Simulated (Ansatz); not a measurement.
Isomers of C2H2S. Isolated molecules, 0 K electronic values unless said otherwise. Strings in code marks are SMILES.

Quantity: electronic energy of isomers of C2H2S relative to `C=C=S`, in kcal/mol.

Case: `C#CS`. Geometry of `C(#C)S` (neutral, multiplicity 1, Å):

```xyz
5

C      1.2407     0.1044    -0.1834
C      0.0833    -0.1928    -0.3270
S     -1.4889    -0.7399    -0.5486
H      2.2605     0.3798    -0.0544
H     -2.0956     0.4486    -0.3741
```

Predict the electronic energy of isomers of C2H2S relative to `C=C=S` from composite: frozen-core CCSD(T) with HF/cc-pVQZ and the correlation energy extrapolated as X^-3 from cc-pVTZ and cc-pVQZ, plus CCSDT(Q) minus CCSD(T) in cc-pVDZ // PBE0-D3(BJ)/def2-TZVP (Ansatz, a quantum-chemistry and plane-wave program).

15.5 kcal/mol.
